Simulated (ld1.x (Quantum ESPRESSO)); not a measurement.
## u(r) = r·R(r): atom against pseudo-atom (cobalt)

Columns: radius, all-electron u(r) and pseudo u(r) of the 3s shell (level -101.87 eV) of cobalt in the configuration [Ne] 3s2 3p6 3d7 4s2 4p0; LDA (PZ), scalar-relativistic, RRKJ scheme, ld1.x (Quantum ESPRESSO) 7.5.

```json
{"r (bohr)": "0.082", "all-electron": "-0.1039", "pseudo": "0.1435"}
{"r (bohr)": "0.165", "all-electron": "-0.6721", "pseudo": "0.2950"}
{"r (bohr)": "0.248", "all-electron": "-0.4346", "pseudo": "0.4587"}
{"r (bohr)": "0.330", "all-electron": "0.1149", "pseudo": "0.6355"}
{"r (bohr)": "0.413", "all-electron": "0.6418", "pseudo": "0.8257"}
{"r (bohr)": "0.495", "all-electron": "1.0060", "pseudo": "1.0077"}
{"r (bohr)": "0.578", "all-electron": "1.2051", "pseudo": "1.1549"}
{"r (bohr)": "0.660", "all-electron": "1.2673", "pseudo": "1.2316"}
{"r (bohr)": "0.742", "all-electron": "1.2381", "pseudo": "1.2258"}
{"r (bohr)": "0.825", "all-electron": "1.1520", "pseudo": "1.1505"}
{"r (bohr)": "0.908", "all-electron": "1.0370", "pseudo": "1.0370"}
{"r (bohr)": "0.990", "all-electron": "0.9131", "pseudo": "0.9131"}
{"r (bohr)": "1.072", "all-electron": "0.7904", "pseudo": "0.7904"}
{"r (bohr)": "1.155", "all-electron": "0.6740", "pseudo": "0.6740"}
{"r (bohr)": "1.238", "all-electron": "0.5689", "pseudo": "0.5689"}
{"r (bohr)": "1.320", "all-electron": "0.4772", "pseudo": "0.4772"}
{"r (bohr)": "1.402", "all-electron": "0.3979", "pseudo": "0.3979"}
{"r (bohr)": "1.485", "all-electron": "0.3292", "pseudo": "0.3292"}
{"r (bohr)": "1.568", "all-electron": "0.2712", "pseudo": "0.2712"}
{"r (bohr)": "1.650", "all-electron": "0.2231", "pseudo": "0.2231"}
{"r (bohr)": "1.733", "all-electron": "0.1825", "pseudo": "0.1825"}
{"r (bohr)": "1.815", "all-electron": "0.1493", "pseudo": "0.1493"}
{"r (bohr)": "1.898", "all-electron": "0.1216", "pseudo": "0.1216"}
{"r (bohr)": "1.980", "all-electron": "0.0991", "pseudo": "0.0991"}
{"r (bohr)": "2.062", "all-electron": "0.0806", "pseudo": "0.0806"}
{"r (bohr)": "2.145", "all-electron": "0.0653", "pseudo": "0.0653"}
```

**Question.** How many radial nodes do the two functions have?

**Answer.** The all-electron 3s function has n − l − 1 = 2 (the table is too coarse to show those close to the nucleus); the pseudo-wave has 0, since the states of the same l below it are removed with the core.

**Question.** At about which radius was the pseudo-wave matched?

**Answer.** 0.95 bohr, where the columns begin to agree (steps of 0.08 bohr).

**Question.** Where does each function peak?

**Answer.** Outermost all-electron maximum near 0.66 bohr, pseudo maximum near 0.66 bohr (to the table’s step).

**Question.** Is the pseudo-wave norm-conserving?

**Answer.** Yes: the RRKJ scheme keeps the norm inside the radius equal to the all-electron one, which fixes the energy derivative of the logarithmic derivative at the level.
